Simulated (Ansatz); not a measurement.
`C[N]=[Mo](=[O])([OH])[Cl]` + H–F → `C[N]=[Mo](=[O])([F])[Cl]` + H₂O  (ligand exchange at a Mo–O bond)

Isolated molecules relaxed with PBE0-D4/def2-TZVP in Ansatz; ΔE leaves out vibrations. CCSD(T)/CBS adds triple-zeta CCSD(T) − MP2 to the extrapolated MP2 energy (def2 sets, frozen cores). This one scheme is used for every species. Functionals use def2-TZVPP. B3LYP here is the variant with VWN-RPA as its local correlation; programs differ in this. HSE06 is defined as in plane-wave codes. Elements past krypton have def2 core potentials. For Mo outer-core shells are correlated without core-valence functions, which leaves a few kJ/mol of doubt a bond. One conformer a species, not always the lowest.

```csv
level,ΔE (kJ/mol),difference from CCSD(T)/CBS
LDA (SPW92),-28.9,-0.7
BLYP-D4,-33.7,-5.5
r2SCAN-D4,-35.4,-7.2
PBE0-D4,-31.0,-2.8
r2SCAN0-D4,-32.5,-4.3
revPBE,-37.3,-9.1
r2SCAN,-36.1,-7.9
PBE0,-33.1,-4.9
B3LYP,-36.2,-8.0
r2SCAN0,-33.3,-5.1
HSE06,-32.8,-4.6
HF/def2-SVP,-38.4,-10.2
MP2/def2-SVP,-28.8,-0.6
SCS-MP2/def2-TZVPP,-28.0,0.2
CCSD/def2-TZVPP,-28.6,-0.4
CCSD/CBS(def2),-30.0,-1.8
CCSD(T)/CBS,-28.2,0
```

Largest T1 diagnostic among the species: 0.022, so the coupled-cluster value is less sure than usual.

In def2-TZVPP, CCSD(T) changes the Hartree–Fock value by +10.1 kJ/mol (the triples alone add +1.8 kJ/mol) and MP2 by +12.9 kJ/mol. From BLYP to BHLYP (50 % exact exchange), in def2-TZVPP and without D4, ΔE moves by +3.2 kJ/mol.
